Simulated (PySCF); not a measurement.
PBE on Gd (gadolinium, neutral), [Xe] 4f8 5d1 6s1, one real determinant (an excited configuration). All numbers are calculated (PySCF 2.14, scalar relativity by spin-free X2C-1e, in ANO-RCC-VTZP (8s7p5d3f2g1h, 104 functions)).

```
cycle= 1 E= -11270.0892492749  delta_E= 0.000255  |g|= 0.561  |ddm|= 0.415
cycle= 2 E= -11269.9217879764  delta_E= 0.167  |g|= 1.25  |ddm|= 0.504
cycle= 3 E= -11270.1326035835  delta_E= -0.211  |g|= 0.0248  |ddm|= 0.327
cycle= 4 E= -11270.1327162479  delta_E= -0.000113  |g|= 0.00551  |ddm|= 0.0127
cycle= 5 E= -11270.1327225905  delta_E= -6.34e-06  |g|= 0.000668  |ddm|= 0.00319
cycle= 6 E= -11270.1327227247  delta_E= -1.34e-07  |g|= 0.000131  |ddm|= 0.000826
cycle= 7 E= -11270.132722728  delta_E= -3.26e-09  |g|= 3.05e-05  |ddm|= 0.000303
cycle= 8 E= -11270.1327227231  delta_E= 4.86e-09  |g|= 0.000265  |ddm|= 0.00176
cycle= 9 E= -11270.1327227265  delta_E= -3.36e-09  |g|= 4.25e-05  |ddm|= 0.00109
cycle= 10 E= -11270.1327227266  delta_E= -7.64e-11  |g|= 3.25e-07  |ddm|= 0.000219
converged SCF energy = -11270.1327227266  <S^2> = 20.003297  2S+1 = 9.0007327
```

Highest occupied orbital energy: 1.588 eV; ⟨L²⟩ = 18.03; populations by l: s 11.00, p 24.00, d 21.00, f 8.00.

Question: Can this result be used?

Answer: Not for this state. The run converged. ⟨L²⟩ = 18.03 against 30 for a pure H term, so this real determinant mixes terms. Spin-orbit coupling, absent here, splits the open shell strongly. At PBE the highest occupied level has a positive energy, so only the finite basis holds that electron; for this excited configuration the basis is too tight for the outer shell.
